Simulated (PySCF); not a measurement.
Delta-SCF ions had no search for a lower state. Excitations are Tamm–Dancoff values on a coarser integration grid. The basis has no diffuse functions, so Rydberg states are missing or too high.

C₄H₆OSi, SMILES `C1[SiH](C=CC=1)O` (H–O–Si–C torsion 54°) (charge 0, multiplicity 1)

All values below come from PBE-D3(BJ)/def2-TZVP // PBE0-D4/def2-TZVP (PySCF 2.14.0).

```json
{
 "HOMO": "-5.83 eV",
 "dipole_moment": "1.83 D",
 "HOMO–LUMO gap": "3.16 eV",
 "LUMO": "-2.67 eV",
 "S1 excitation (TDA)": "4.03 eV",
 "S1 oscillator strength": "0.029",
 "T1 excitation (TDA)": "2.57 eV",
 "S1–T1 gap (TDA)": "1.46 eV",
 "vertical ionisation energy (Delta-SCF)": "8.76 eV",
 "total_energy": "-520.4340 Ha",
 "cost": "roughly 5 core-minutes"
}
```

```xyz
12

O      2.5145    -0.0035    -0.0200
Si     0.9931     0.0432    -0.6493
C     -0.1643    -1.3427    -0.1736
C     -1.2616    -0.7699     0.3393
C     -1.2605     0.7101     0.4454
C     -0.1622     1.3487     0.0197
H      2.5845    -0.0717     0.9335
H      1.1985     0.1484    -2.1144
H     -0.0769    -2.4143    -0.2999
H     -2.1361    -1.3253     0.6695
H     -2.1344     1.2139     0.8514
H     -0.0735     2.4272     0.0475
```
